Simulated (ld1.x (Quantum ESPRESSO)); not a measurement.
**An all-electron radial function and its pseudo partner (Rh)**

Columns: radius, all-electron u(r) and pseudo u(r) of the 5s shell (level -4.59 eV) of rhodium in the configuration [Ar] 3d10 4s2 4p6 4d8 5s1 5p0; LDA (PZ), scalar-relativistic, TM scheme, ld1.x (Quantum ESPRESSO) 7.5.

```
r (bohr)  all-electron  pseudo
   0.130       -0.0765  0.0116
   0.260        0.1633  0.0240
   0.390        0.0934  0.0377
   0.520       -0.1010  0.0537
   0.650       -0.2374  0.0728
   0.780       -0.2729  0.0960
   0.910       -0.2272  0.1242
   1.040       -0.1330  0.1583
   1.170       -0.0179  0.1988
   1.300        0.0999  0.2457
   1.430        0.2098  0.2979
   1.560        0.3066  0.3535
   1.690        0.3884  0.4096
   1.820        0.4553  0.4628
   1.950        0.5081  0.5098
   2.080        0.5482  0.5482
   2.210        0.5772  0.5770
   2.340        0.5965  0.5965
   2.470        0.6078  0.6078
   2.600        0.6121  0.6121
   2.730        0.6108  0.6108
   2.860        0.6047  0.6047
   2.990        0.5949  0.5949
   3.120        0.5819  0.5819
   3.250        0.5666  0.5666
   3.380        0.5494  0.5494
```

**Question.** How many radial nodes do the two functions have?

**Answer.** The all-electron 5s function has n − l − 1 = 4 (the table is too coarse to show those close to the nucleus); the pseudo-wave has 0, since the states of the same l below it are removed with the core.

**Question.** At about which radius was the pseudo-wave matched?

**Answer.** 2.60 bohr. The columns agree to 0.0005 from 2.08 bohr on; several derivatives are matched, so the curves merge somewhat inside the radius.

**Question.** Is the pseudo-wave norm-conserving?

**Answer.** Yes: the TM scheme keeps the norm inside the radius equal to the all-electron one, which fixes the energy derivative of the logarithmic derivative at the level.
